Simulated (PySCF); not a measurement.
First SCF of a structure search on quartet RhO3, at a hand-made side-on plus terminal geometry. PySCF input:

```python
from pyscf import gto, scf, dft
mol = gto.M(atom='''
Rh     0.000000     0.000000     0.000000
O      0.720000     0.000000     1.797600
O     -0.720000     0.000000     1.797600
O      0.000000     0.000000    -1.800900''',
    basis={'Rh': 'def2-SVP', 'O': 'def2-SVP'},
    ecp={'Rh': 'def2-SVP'},
    charge=0, spin=3)
mf = dft.UKS(mol, xc='PBE0')
mf.grids.atom_grid = (50, 194)
aux = {'Rh': 'def2-universal-JKFIT', 'O': 'def2-universal-JKFIT'}
mf = mf.density_fit(auxbasis=aux)
mf.conv_tol = 1e-08
mf.diis_space = 10
mf.max_cycle = 60
mf.init_guess = 'minao'
mf.verbose = 4
mf.kernel()
```

Excerpt of the output (cycles alone):

```
init E= -325.647724697983
cycle= 1 E= -334.732949445903  delta_E= -9.09  |g|= 1.19  |ddm|= 2.48
cycle= 2 E= -323.085948888196  delta_E= 11.6  |g|= 3.71  |ddm|= 4.87
cycle= 3 E= -335.257468747986  delta_E= -12.2  |g|= 0.861  |ddm|= 4.61
cycle= 4 E= -335.090287506635  delta_E= 0.167  |g|= 1.02  |ddm|= 1.19
cycle= 5 E= -335.545737392426  delta_E= -0.455  |g|= 0.295  |ddm|= 0.832
cycle= 6 E= -335.585110666986  delta_E= -0.0394  |g|= 0.101  |ddm|= 0.226
cycle= 7 E= -335.588655635418  delta_E= -0.00354  |g|= 0.0586  |ddm|= 0.0797
cycle= 8 E= -335.590670858411  delta_E= -0.00202  |g|= 0.013  |ddm|= 0.08
cycle= 9 E= -335.590780887943  delta_E= -0.00011  |g|= 0.0171  |ddm|= 0.0293
cycle= 10 E= -335.590934003452  delta_E= -0.000153  |g|= 0.0128  |ddm|= 0.0245
cycle= 11 E= -335.591103584963  delta_E= -0.00017  |g|= 0.00263  |ddm|= 0.0459
cycle= 12 E= -335.591117732102  delta_E= -1.41e-05  |g|= 0.00101  |ddm|= 0.0158
cycle= 13 E= -335.591120067727  delta_E= -2.34e-06  |g|= 0.000371  |ddm|= 0.00357
cycle= 14 E= -335.591121085151  delta_E= -1.02e-06  |g|= 0.00022  |ddm|= 0.00378
cycle= 15 E= -335.591121228735  delta_E= -1.44e-07  |g|= 0.000114  |ddm|= 0.00115
cycle= 16 E= -335.591121280509  delta_E= -5.18e-08  |g|= 3.12e-05  |ddm|= 0.000838
cycle= 17 E= -335.591121286746  delta_E= -6.24e-09  |g|= 1.38e-05  |ddm|= 0.000341
Extra cycle  E= -335.591121286793  delta_E= -4.71e-11  |g|= 2.95e-05  |ddm|= 4.39e-05
converged SCF energy = -335.591121286793  <S^2> = 3.7663274  2S+1 = 4.0081554
```

No lower solution of this spin was found from smeared starts or by a stability analysis within the unrestricted form.

Other spin states or occupations of the open shell can lie lower.

The search for the lowest solution, 3 starts and the stability check together, took 11 s on 2 threads of a shared Arm Neoverse V1 host, with 73 basis functions; the process peaked at 0.39 GiB. Launch command: `OMP_NUM_THREADS=2 python axn.py task.json out`.
